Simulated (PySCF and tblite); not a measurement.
Results of a calculation; reference values are marked as such.
C₅H₆BrFSi, numbered as in [F:1][CH2:2][C:3]1=[CH:4][SiH2:5][C:6]([Br:7])=[CH:8]1.

Geometries GFN2-xTB; weights from CAM-B3LYP-D3(BJ)/pcSseg-1 (IEF-PCM, methanol) energies and GFN2-xTB thermal corrections, with symmetry numbers and mirror pairs. Conformers within 2.5 kcal/mol (GFN2-xTB free energy) were kept, 2 at most. GIAO shieldings: CAM-B3LYP/pcSseg-1 (IEF-PCM, methanol). Shifts are against TMS (¹H), TMS (¹³C), TMS (²⁹Si) at the same level. Codes: tblite and PySCF.

Torsions listed: F1–C2–C3–C4. The 5-ring runs over atoms 3–4–5–6–8. Of a mirror pair one member is shown.

```json
{"conformer": "1", "shape": "5-ring flat; 0°", "symmetry": "Cs", "E(GFN2) kcal/mol": "0.00", "E(DFT) kcal/mol": "0.00"}
{"conformer": "2", "shape": "5-ring flat; -137°", "symmetry": "C1 (pair)", "E(GFN2) kcal/mol": "1.00", "E(DFT) kcal/mol": "0.62"}
```

Q: How much do the weights at 298.15 K and the averaged shift of C4 depend on how the conformers are weighted?

A: 
| weighting | 1 (%) | 2 (%) | δ (ppm) | rms dipole (D) |
| --- | --- | --- | --- | --- |
| DFT energy with thermal terms, symmetry and mirror images (full scheme) | 57 | 43 | 127.7 | 2.42 |
| DFT energy with symmetry and mirror images | 59 | 41 | 127.6 | 2.36 |
| bare DFT energy | 74 | 26 | 126.1 | 1.92 |
| GFN2-xTB energy with symmetry and mirror images | 73 | 27 | 126.3 | 1.96 |
| GFN2-xTB free energy | 71 | 29 | 126.4 | 2.01 |
| leading conformer alone | 100 | 0 | 123.7 | 0.67 |
| equal weights | 50 | 50 | 128.4 | 2.59 |
| full scheme, search stopped after three starts | 0 | 100 | 133.0 | 3.60 |

The largest departure from the full scheme, 5.3 ppm, comes with: full scheme, search stopped after three starts.

The minima are those of GFN2-xTB; planar forms about aryl–S or allylic bonds may be saddles in DFT. Spin–orbit effects of the heavy atoms on shieldings are missing.
